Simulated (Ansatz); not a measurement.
Basis-set extrapolation for BH7O2Si2 (`OBO[SiH2][SiH3]`) (PBE0-D4/def2-TZVP geometry, frozen core, the Gaussian-basis code of Ansatz). Multiplicity 1, RHF reference.

```tsv
	def2-TZVPP	def2-QZVPP
HF	-756.597261	-756.624256
MP2 correlation	-0.821655	-0.885528
CCSD(T) correlation	-0.904526	not run
```

Energies in hartree. Use E(X) = E(∞) + A·exp(−7.88·√X) for Hartree–Fock and E(X) = E(∞) + B·X^(−2.97) for correlation, with X = 3 and 4, and add CCSD(T) minus MP2 of the smaller set to the MP2 limit.

Task: What is the CCSD(T) energy at the basis-set limit?

Result: HF limit: -756.624256 + (-0.026995) × 0.13774 = -756.62797. MP2 limit: -0.885528 + (-0.063873) × 0.74074 = -0.93284. Higher-order term: -0.904526 − (-0.821655) = -0.08287. Total: -757.64368 hartree, 372.5 kJ/mol below CCSD(T)/def2-TZVPP.
